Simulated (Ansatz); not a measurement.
Ansatz (a quantum-chemistry and plane-wave program) input (B3LYP-D3(BJ)/def2-TZVP):

Ansatz 0.2 input:
```yaml
crystal:
  periodic: [false, false, false]
  atoms:
    - {symbol: C, position_ang: [1.54960851, -0.19337894, -0.15517743]}
    - {symbol: Ge, position_ang: [-0.57359793, 0.07674552, 0.06945295]}
    - {symbol: O, position_ang: [-1.21441516, -0.74328702, -1.26225741]}
    - {symbol: O, position_ang: [-0.76080166, 1.75608311, 0.02614122]}
    - {symbol: O, position_ang: [-0.90354214, -0.63498452, 1.56648093]}
    - {symbol: H, position_ang: [1.72104011, -0.05082625, -1.21855937]}
    - {symbol: H, position_ang: [1.98095240, 0.57888035, 0.47590293]}
    - {symbol: H, position_ang: [1.72343857, -1.20718234, 0.19480288]}
    - {symbol: H, position_ang: [-1.52335280, -1.65420498, -1.21932161]}
    - {symbol: H, position_ang: [-0.97778630, 2.23990311, -0.77731329]}
    - {symbol: H, position_ang: [-0.94767430, -0.13464939, 2.38780738]}
basis:
  gaussian:
    orbitals: def2-TZVP
hamiltonian:
  xc: b3lyp
  dispersion: d3bj
total_charge: 1
magnetization: {spin_polarized: true, initial_magnetization: 1}
relax: {f_tol: 0.002, max_steps: 150}
```

End of the output:

```
the calculation of the forces begins
reference -63791.40936918 eV, -2344.2910549469 hartree; 34, 33 occupied and 174, 175 virtual orbitals, 1286 factors
Total energy: -63791.75625679 eV, -2344.3038028318 hartree
Atom 0 at     1.595459    -0.199618    -0.159860 Å, force    -0.000504     0.000077     0.000119 eV/Å
Atom 1 at    -0.606409     0.081192     0.072788 Å, force    -0.000515     0.000071     0.000310 eV/Å
Atom 2 at    -1.206404    -0.763155    -1.317601 Å, force    -0.000348    -0.001426    -0.000701 eV/Å
Atom 3 at    -0.735538     1.809770     0.034484 Å, force    -0.000003     0.001178    -0.000935 eV/Å
Atom 4 at    -0.886005    -0.674378     1.608063 Å, force     0.000117     0.000145     0.001406 eV/Å
Atom 5 at     1.689186     0.031467    -1.216527 Å, force     0.000569    -0.000404     0.001396 eV/Å
Atom 6 at     1.941528     0.546421     0.548939 Å, force     0.000077    -0.001140    -0.001068 eV/Å
Atom 7 at     1.669723    -1.242244     0.133663 Å, force     0.000216     0.001537    -0.000553 eV/Å
Atom 8 at    -1.500349    -1.677530    -1.181483 Å, force     0.000173     0.000616    -0.000312 eV/Å
Atom 9 at    -0.965739     2.212856    -0.817303 Å, force     0.000190    -0.000089     0.000729 eV/Å
Atom 10 at    -0.921583    -0.091682     2.382796 Å, force     0.000028    -0.000564    -0.000392 eV/Å
Dipole moment:     0.466151    -0.059460    -0.049284 e Å
```
